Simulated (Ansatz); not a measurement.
System: sum formula CuOClH2, net charge 0, singlet state. SMILES: [Cl][Cu]<-[OH2]
Coordinates optimised at B3LYP-D3(BJ)/def2-TZVP (Ansatz, a first-principles code):
```
Cu
O 1 1.9703
H 2 0.9652 1 115.32
H 2 0.9652 3 107.32 1 -130.03
Cl 1 2.0885 3 159.70 2 178.92
```
Charge 0, spin multiplicity 1.

Computed values are from Ansatz. Correlated levels leave the core frozen unless marked. UHF or UKS for open shells. No spin-orbit coupling. The frozen core is the preceding noble-gas configuration, with the filled d and f shells of earlier blocks. Non-relativistic. CBS(X,Y): correlation extrapolated as X^-3; Hartree-Fock from the larger set. [CCSD(T)-MP2]/basis is that difference in the basis named.

Question: What is the total energy at RI-MP2/CBS(def2-TZVPPD,def2-QZVPPD)+[CCSD(T)-MP2]/def2-TZVPPD?

Answer: -2175.7196 Eh.

Question: What is the atomisation energy De at RI-MP2/CBS(def2-TZVPPD,def2-QZVPPD)+[CCSD(T)-MP2]/def2-TZVPPD?

Answer: 1462.9 kJ/mol.

Question: What is the dipole moment at CCSD(T)/def2-SVPD?

Answer: 8.87 D.

Question: What is the T1 diagnostic at CCSD/def2-TZVPPD?

Answer: 0.024.
